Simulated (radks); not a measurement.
Numerical settings for the europium ion Eu+, [Xe] 4f7 6s1. All-electron calculation, Dirac Kohn-Sham, BLYP, spin-unpolarised, spherical densities, point nucleus; open shells fill j = l - 1/2 first. Program: a radial shooting solver on a logarithmic mesh with Libxc functionals. The defaults (mesh step 0.008 in ln r, mesh end at 40 bohr or more with all orbitals vanishing there, Anderson mixing 0.5 over 9 steps, residual threshold near 1e-9 with the energy settled to 1e-9 hartree or 1e-11 of itself, here a cap of 90 iterations) give E = -10852.8194 hartree and 4f7/2 at -8.261 eV in 16 iterations. Run on one thread of a shared host, so times are rough (Intel(R) Xeon(R) 6975P-C): 0.15 s of CPU time, 0.15 s wall, 16 iterations on 2648 mesh points. Changes against that run (0 stands for a change within the tolerance of the run):

\begin{tabular}{lrrrrr}
setting & iterations & converged & E (mhartree) & e(4f7/2) (meV) & CPU (s) \\ \hline
mesh step in ln r 0.08 & 2 & no & diverged & - & 0.04 \\
mesh step in ln r 0.012 & 16 & yes & 0 & 0 & 0.11 \\
mesh step in ln r 0.003 & 16 & yes & 0 & 0 & 0.38 \\
mesh end (bohr) 2 & 13 & level above zero & +1.61e+04 & +5.54e+04 & 0.24 \\
mesh end (bohr) 8 & 16 & yes & +4.66 & +183 & 0.14 \\
residual threshold 0.1 & 11 & yes & 0 & +2.31 & 0.12 \\
residual threshold 1e-16 & 90 & no & 0 & 0 & 0.39 \\
mixing 0.05 & 24 & yes & 0 & 0 & 0.21 \\
linear mixing, mixing 0.5 & 55 & yes & 0 & 0 & 0.39 \\
linear mixing, mixing 0.2 & 88 & yes & 0 & 0 & 0.56 \\
mixing history 3 & 19 & yes & 0 & 0 & 0.16 \\
iteration cap 5 & 5 & no & +3.73 & +856 & 0.06 \\
\end{tabular}

Settled on a wrong energy, with an occupied level pushed above zero by the early mesh end: mesh end (bohr) 2 (+16.1 hartree). Apart from these: settings that end as converged yet miss the energy by more than 1 mhartree: mesh end (bohr) 8 (+0.00466 hartree). A mesh that ends early acts as a hard wall.
